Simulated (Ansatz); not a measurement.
The cluster Rb₃F₃, relaxed as a singlet with RKS PBE0-D4/def2-SVP in Ansatz, starting from the GFN2-xTB geometry. Force threshold 0.02 eV/Å.

In the def2 sets Rb takes a core potential; there is no spin–orbit coupling. The structure comes from a short search, and lower isomers may exist.

Start:

```xyz
6

Rb    0.976    0.766    1.935
Rb   -0.904   -2.109   -0.074
Rb   -0.072    1.344   -1.861
F     0.066   -1.293    1.796
F    -0.926   -0.748   -1.870
F     0.860    2.040    0.074
```

```
step  energy (eV)  largest force component (eV/Å)  SCF passes
   1  -10108.5182                           2.324          14
   2  -10109.5955                           0.589          19
   3  -10109.7031                           0.030          16
   4  -10109.7034                           0.003          16
```

Force components are those of the run's own axes.

End:

```xyz
6

Rb    1.1091    0.8711    2.1974
Rb   -1.0271   -2.3979   -0.0820
Rb   -0.0819    1.5269   -2.1143
F     0.0690   -1.3632    1.8917
F    -0.9752   -0.7859   -1.9706
F     0.9060    2.1490    0.0778
```

By distances, no bond broke or formed. The bond that changes most is Rb2–F5, from 2.25 to 2.48 Å (atoms count from 1).

No frequencies were taken in this run, so the end may be a saddle point.

Run time 6.5 s (4 threads of Arm Neoverse V1 on a shared host).
